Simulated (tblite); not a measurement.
Species: CH₆O₂SSi.
Z-matrix (Å and degrees, GFN2-xTB geometry), rows numbered from 1:
```
C 
Si  1  1.8904
O   2  1.6171  1  106.57
O   2  1.6250  1  115.13  3  -119.02
S   2  2.1717  1  110.88  3   120.84
H   1  1.0858  2  111.90  3  -169.85
H   1  1.0846  2  111.16  3   -49.28
H   1  1.0848  2  110.16  3    69.89
H   3  0.9547  2  120.74  1  -160.12
H   4  0.9529  2  121.11  1   -74.73
H   5  1.3212  2   95.94  1   -63.36
```

Calculated harmonic vibrations of the isolated species, GFN2-xTB (tblite), most abundant isotopes, no scaling. This tight-binding method is rough: wavenumbers can miss measured ones by several per cent, in bad cases by 10 to 20. Modes of hydrogen on sulfur can be 10 to 20 % off. One conformer, not necessarily the lowest.

Harmonic wavenumbers (cm⁻¹): 83.0, 130.8, 144.9, 177.5, 200.4, 229.4, 257.7, 268.3, 302.7, 469.0, 694.9, 736.1, 784.4, 812.9, 819.4, 838.4, 911.8, 959.1, 1380.6, 1475.4, 1479.9, 2496.3, 3045.7, 3055.3, 3060.9, 3647.7, 3685.6.

A = 3611, B = 2306, C = 2166 MHz; mass 109.986 u (most abundant isotopes); point group C1, symmetry number 1.

Question: What is the zero-point energy?

Answer: ½Σν̃ = 16074 cm⁻¹ = 45.96 kcal/mol.

Question: Give the ideal-gas entropy at 400 K and 1 bar in the rigid-rotor, harmonic-oscillator model (classical rotation).

Answer: Translation 41.49, rotation 28.16, vibration 30.39: S = 100.0 cal/(mol K).

Question: And Cp and H(400 K) − H(0)?

Answer: Cp = 35.62 cal/(mol K), of which vibrations give 27.67 (their classical limit is 27 R = 53.7); H(400 K) − H(0) = 9.54 kcal/mol without the zero-point energy, 6.36 from vibrations.

Question: Which modes carry the vibrational entropy at 400 K?

Answer: 83.0 cm⁻¹: 4.40; 130.8 cm⁻¹: 3.50; 144.9 cm⁻¹: 3.30; 177.5 cm⁻¹: 2.91; 200.4 cm⁻¹: 2.68; 229.4 cm⁻¹: 2.42 cal/(mol K); the other 21 give 11.17 together.

Question: Blend soft modes into free rotors: weight 1/[1 + (100 cm⁻¹/ν̃)⁴] for the oscillator and the rest for a rotor with moment μB/(μ + B), μ = h/(8π²ν), B = 10⁻⁴⁴ kg m². What vibrational entropy results?

Answer: 29.37 cal/(mol K) in place of 30.39, which changes −T·S at 400 K by +0.41 kcal/mol.

Question: What must be added to the electronic energy to get the Gibbs energy at 400 K and 1 bar?

Answer: ZPE + [H(400 K) − H(0)] − T·S = 45.96 + 9.54 − 40.01 = 15.49 kcal/mol.

Question: How do the functions run with temperature in this model?

Answer: 
```json
{"T (K)": "50", "S (cal/(mol K))": "54.3", "Cp (cal/(mol K))": "11.2", "H − H(0) (kcal/mol)": "0.44", "G − H(0) (kcal/mol)": "-2.27", "ln q(vib)": "0.15"}
{"T (K)": "100", "S (cal/(mol K))": "64.2", "Cp (cal/(mol K))": "17.7", "H − H(0) (kcal/mol)": "1.17", "G − H(0) (kcal/mol)": "-5.25", "ln q(vib)": "0.90"}
{"T (K)": "298.15", "S (cal/(mol K))": "90.2", "Cp (cal/(mol K))": "31.0", "H − H(0) (kcal/mol)": "6.13", "G − H(0) (kcal/mol)": "-20.77", "ln q(vib)": "5.19"}
{"T (K)": "373.15", "S (cal/(mol K))": "97.6", "Cp (cal/(mol K))": "34.5", "H − H(0) (kcal/mol)": "8.60", "G − H(0) (kcal/mol)": "-27.82", "ln q(vib)": "6.75"}
{"T (K)": "500", "S (cal/(mol K))": "108.4", "Cp (cal/(mol K))": "39.0", "H − H(0) (kcal/mol)": "13.28", "G − H(0) (kcal/mol)": "-40.91", "ln q(vib)": "9.23"}
{"T (K)": "750", "S (cal/(mol K))": "125.4", "Cp (cal/(mol K))": "44.8", "H − H(0) (kcal/mol)": "23.82", "G − H(0) (kcal/mol)": "-70.22", "ln q(vib)": "13.55"}
{"T (K)": "1000", "S (cal/(mol K))": "138.9", "Cp (cal/(mol K))": "48.8", "H − H(0) (kcal/mol)": "35.55", "G − H(0) (kcal/mol)": "-103.31", "ln q(vib)": "17.28"}
```

q(vib) and H(0) count from the zero-point level.

Hindered rotation and anharmonicity are outside this model. Other conformers, if any are populated, would add a mixing term that is left out. The structure is chiral; the term R ln 2 for an equal mix with its mirror image is left out.
